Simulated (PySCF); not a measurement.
**Bonding in `C#C[SiH2]/C=N\C`**

Compound: C4H7NSi.
SMILES with atom numbers: `[CH:1]#[C:2][SiH2:3]/[CH:4]=[N:5]\[CH3:6]` (hydrogens: H7 on C1; H8, H9 on Si3; H10 on C4; H11, H12, H13 on C6)

Cartesian coordinates in Å at the GFN2-xTB level; atoms count from 1:
```
atom  x, y, z in Å
C1     2.538   -1.008   -0.431
C2     1.768   -0.085   -0.474
Si3    0.560    1.315   -0.521
C4    -0.770    1.055    0.832
N5    -1.533    0.081    1.055
C6    -1.508   -1.097    0.254
H7     3.216   -1.812   -0.399
H8     1.261    2.561   -0.199
H9    -0.057    1.364   -1.852
H10   -0.906    1.884    1.525
H11   -1.297   -1.943    0.910
H12   -0.770   -1.072   -0.559
H13   -2.507   -1.242   -0.159
```

Bond orders from the PBE0/pcSseg-1 density (PySCF). Geometry: GFN2-xTB, one conformer, isolated molecule.

(1) How far do the computed orders between heavy atoms stray from the drawn ones?

(2) Give the Mayer order of every bond, beside its length.

## Answers

(1) The largest departure is 0.446, at C1–C2 (drawn triple, 2.554). Drawn single, order below 0.88: Si3–C4 (0.854). Drawn double or triple, more than 0.30 short of the drawn order: C1–C2 (2.554).

(2) 
| bond | drawn as | length (Å) | Mayer order |
| --- | --- | --- | --- |
| C1–C2 | triple | 1.203 | 2.554 |
| C2–Si3 | single | 1.850 | 0.923 |
| Si3–C4 | single | 1.915 | 0.854 |
| C4–N5 | double | 1.257 | 1.949 |
| N5–C6 | single | 1.424 | 0.988 |
| C1–H7 | single | 1.053 | 1.085 |
| Si3–H8 | single | 1.466 | 0.936 |
| Si3–H9 | single | 1.468 | 0.952 |
| C4–H10 | single | 1.089 | 0.936 |
| C6–H11 | single | 1.091 | 0.954 |
| C6–H12 | single | 1.098 | 0.933 |
| C6–H13 | single | 1.091 | 0.954 |

Bonds between the same two heavy elements. C–Si: lowest Si3–C4 (0.854, 1.915 Å), highest C2–Si3 (0.923, 1.850 Å). C–N: lowest N5–C6 (0.988, 1.424 Å), highest C4–N5 (1.949, 1.257 Å).

Problem. Sum the orders of all bonds at each heavy atom with more than one neighbour and set the sums beside the valence in the SMILES.

Solution. C1 3.639 (drawn 4), C2 3.477 (drawn 4), Si3 3.665 (drawn 4), C4 3.739 (drawn 4), N5 2.937 (drawn 3), C6 3.829 (drawn 4). Orders between atoms that aren't bonded are not in these sums.

The Mayer order sums products of elements of PS (density times overlap matrix) between the two atoms' basis functions, so it depends on the basis set.
